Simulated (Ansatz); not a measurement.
Reactions of C$_{4}$H$_{6}$BNO$_{2}$, SMILES `OB(O)c1ccc[nH]1`.

Calculated with Ansatz (gas phase, PBE0-D4/def2-TZVP geometries, no zero-point term in ΔE). CCSD(T)/CBS is the MP2 limit (def2-TZVPP, def2-QZVPP) plus CCSD(T) − MP2 in def2-TZVPP, frozen cores. This one scheme is used for every species. Functionals use def2-TZVPP. Elements past krypton have def2 core potentials. For Br, Te outer-core shells are correlated without core-valence functions, which leaves a few kJ/mol of doubt a bond. Scalar relativity is left out up to krypton. One conformer a species, not always the lowest.

```json
{"reaction": "`OB(O)c1ccc[nH]1` + H₂O → `OB(O)O` + `c1cc[nH]c1`", "CCSD(T)/CBS(def2) (kJ/mol)": "?"}
{"reaction": "`OB(O)c1ccc[nH]1` + `C[SiH2][TeH]` → `C[SiH2][Te]B(O)O` + `c1cc[nH]c1`", "CCSD(T)/CBS(def2) (kJ/mol)": "0"}
{"reaction": "`OB(O)c1ccc[nH]1` + HBr → `Brc1ccc[nH]1` + `OBO`", "CCSD(T)/CBS(def2) (kJ/mol)": "98"}
{"reaction": "`OB(O)c1ccc[nH]1` + `C=CCO` → `C=CCOB(O)O` + `c1cc[nH]c1`", "CCSD(T)/CBS(def2) (kJ/mol)": "-80"}
```

Question: Fill in the missing values. (An estimate is asked.)

Answer: Ansatz gave: `OB(O)c1ccc[nH]1` + H₂O → `OB(O)O` + `c1cc[nH]c1`: -79.5 kJ/mol.

Largest T1 diagnostic: 0.013, for `OBO`.
